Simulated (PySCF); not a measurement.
Method: ωB97X-D3(BJ)/def2-TZVP // PBE0-D3(BJ)/def2-TZVP (PySCF). Gas-phase values, no solvent. Excitations are Tamm–Dancoff values on a coarser integration grid. The basis has no diffuse functions, so Rydberg states are missing or too high.

Reference species (SMILES): `[Cl][Ga]([Cl])[Cl]` (neutral, multiplicity 1).

The T1 excitation (TDA) is 6.33 eV and the HOMO is -11.97 eV.

Changed species: `[Br][Ga]([Cl])[Cl]` (1 of 3 Cl replaced by Br; the reference has 0 of 3 Cl replaced by Br).

Question: What does the change do to the T1 excitation (TDA) and HOMO?

Answer: the T1 excitation (TDA) decreases by 0.54 eV, to 5.79 eV; the HOMO goes up by 0.52 eV, to -11.45 eV.
